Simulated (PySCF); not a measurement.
**Levels of Xe²⁵⁺ from EOM-EA-GCCSD**

Reference: closed-shell Xe²⁶⁺, [Ar] 3d10; one electron is added. Calculated with PySCF 2.14, two-component X2C-1e with screened spin-orbit coupling, an uncontracted even-tempered set (19 s from 1.2 bohr⁻², ratio 2.6; 15 p from 1.6 bohr⁻², ratio 2.6; 10 d from 1.6 bohr⁻², ratio 2.6; 6 f from 1.7 bohr⁻², ratio 2.8); frozen [Ar]; the 100 highest virtual spinors dropped; of the others 70 kept and the rest restored at second order. No Breit or QED terms. Binding energies in eV.

| level | Koopmans |
| --- | --- |
| 4s1/2 | 856.10 |
| 4p1/2 | 802.96 |
| 4p3/2 | 784.23 |

(1) How does correlation move these levels?

For comparison, the ionisation energy of Xe²⁵⁺ is 857 ± 0.4 eV (semi-empirical (NIST evaluation); NIST Atomic Spectra Database, ionization energies).

## Answers

(1) 4s1/2: second order 857.37, EOM-CCSD 857.32; 4p1/2: second order 804.17, EOM-CCSD 804.13; 4p3/2: second order 785.38, EOM-CCSD 785.34.
